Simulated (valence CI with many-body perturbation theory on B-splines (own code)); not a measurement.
Results of a calculation; reference values are marked as such.
## Ladder of approximations for Cd8+

Level of theory: configuration interaction combined with many-body perturbation theory (CI+MBPT): four valence electrons over a frozen Dirac-Fock core [Kr], a basis of 9 s, 9 p, 10 d, 8 f, 5 g, 3 h, 1 i functions for each j, with the one-electron correlation potential Σ1 (screened to all orders), the two-electron term Σ2, the three-electron term Σ3, Breit, model QED; selected single and double excitations, second order for the rest, scaled by the run's own slope (own B-spline code, finite nucleus).

No measured spectrum was set against this ion. As an estimate, terms of the open shell hold to 2 to 4 % of their energy, and close levels can change places; different configurations can be misplaced against each other by 1,000 to 8,000 cm⁻¹. Core correlation moves these levels by up to 20000 cm⁻¹, and in measured spectra 5 to 20 % of such shifts remained as error; rates that hang on mixing are uncertain with them. The list stops below the first excitations out of the core. Only levels of the ground parity were solved; by the run's estimate the other parity begins above the list, which can be wrong where configurations are misplaced.

Each rung adds one term. CI alone is the Dirac-Coulomb CI over the frozen core; QED comes last and gives the full result, which names the levels. Energies are above 4d4 5D_0 on the same rung, in cm⁻¹.

Names give the largest LS component (configuration and term), which can be under half, so a name can repeat, a term be missing and a line seem to break the LS rules; names also repeat where a configuration has a term twice. Letters in brackets count levels of one name in rising energy.

```
       Level  CI alone   + Σ1   + Σ2   + Σ3  + Breit   Full
    4d4 5D_1      1703   1808   1818   1859     1745   1755
    4d4 5D_2      3971   4183   4248   4303     4074   4093
    4d4 5D_3      6425   6721   6836   6887     6558   6584
    4d4 5D_4      8903   9263   9442   9479     9061   9093
4d4 3P_0 [a]     22522  22667  23869  23320    23285  23290
    4d4 3H_4     27066  27325  24967  24439    24279  24290
    4d4 3H_5     30799  31235  28586  28155    27807  27832
    4d4 3G_3     30859  31193  29891  29162    28964  28980
4d4 3P_1 [a]     28526  28881  30038  29658    29414  29437
    4d4 3H_6     33103  33614  30824  30435    29980  30010
4d4 3F_2 [a]     31298  31646  31327  30731    30501  30522
4d4 3F_4 [a]     33940  34464  33226  32651    32246  32279
    4d4 3G_4     38077  38579  36930  36003    35601  35633
4d4 3P_2 [a]     35519  36050  36746  36172    35796  35829
4d4 3F_3 [a]     37986  38562  37358  36671    36219  36259
    4d4 3G_5     41170  41850  39808  39053    38459  38506
    4d4 3D_3     43231  43686  42162  40904    40588  40616
    4d4 1I_6     46629  47319  43519  42861    42295  42337
    4d4 3D_2     43897  44405  43948  43024    42586  42625
    4d4 3D_1     45827  46408  45241  43979    43556  43596
4d4 1G_4 [a]     49776  50577  49614  48307    47674  47729
4d4 1S_0 [a]     51627  52255  53792  51481    50994  51040
4d4 1D_2 [a]     54120  54809  54330  53806    53351  53394
    4d4 1F_3     59850  60488  58294  57117    56692  56730
4d4 3P_2 [b]     66096  66662  66109  64767    64417  64450
4d4 3F_4 [b]     68312  68939  68118  66724    66297  66335
4d4 3F_2 [b]     69675  70395  69066  67712    67249  67292
4d4 3F_3 [b]     70705  71461  70254  68870    68368  68414
4d4 3P_1 [b]     71512  72250  71547  70181    69711  69758
4d4 3P_0 [b]     74302  75127  74520  73040    72498  72552
4d4 1G_4 [b]     78652  79422  77271  75763    75275  75318
```

How does the ionisation energy move along the ladder, and which term matters most?

CI alone 148.04, + Σ1 149.83, + Σ2 151.29, + Σ3 151.31, + Breit 151.30, + QED 151.31 eV. The largest step is Σ1, 1.79 eV. NIST lists 150 ± 2.2 eV (theoretical).
